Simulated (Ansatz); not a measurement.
Born–Oppenheimer molecular dynamics of AlClH6SSi2 (11 atoms, charge 0, multiplicity 1). It goes on from the last frame of an earlier run, with new velocities.

Computed with RKS B3LYP/STO-3G (Ansatz).

- ensemble: NVT, Nosé–Hoover chain
- time step: 1 fs
- steps asked: 250
- set temperature: 1000 K
- thermostat: time constant 50 fs, chain length 5
- seed: 75345

First frame:

```xyz
11
Properties=species:S:1:pos:R:3
Al -1.536 0.992 0.315
Si -0.125 -0.829 0.595
S 1.279 -1.335 2.135
Si 1.008 -0.312 -1.336
Cl -0.325 1.468 -1.614
H -1.299 2.053 1.382
H -2.913 0.879 -0.291
H -0.677 -2.152 0.307
H 1.148 -0.169 2.865
H 2.390 0.175 -1.371
H 0.690 -0.894 -2.637
```

Q: How far do the bonds stretch over the last three quarters of this one trajectory? (Pairs bonded in most of those frames.)

A: 
```csv
bond,mean (Å),spread (Å),shortest,longest
Al1–Si2,2.347,0.078,2.20,2.47
Al1–Cl5,2.502,0.105,2.28,2.67
Al1–H6,1.507,0.043,1.43,1.59
Al1–H7,1.509,0.027,1.46,1.56
Si2–S3,2.167,0.074,2.05,2.35
Si2–Si4,2.330,0.102,2.14,2.49
Si2–H8,1.464,0.030,1.41,1.52
S3–H9,1.365,0.024,1.33,1.40
Si4–Cl5,2.261,0.083,2.13,2.39
Si4–H10,1.461,0.027,1.40,1.53
Si4–H11,1.463,0.029,1.41,1.53
```

Mean temperature of the second half: 1034 K. The conserved energy stayed within 0.94 meV per atom of its start (net change 0.56 meV per atom), so the integration is sound. A run of 0.25 ps of so small a system gives no equilibrium averages. Limits of this set-up: minimal basis.

Run time: 10 min on 1 thread of Arm Neoverse V1, with other jobs on the host, peak memory 0.11 GiB.
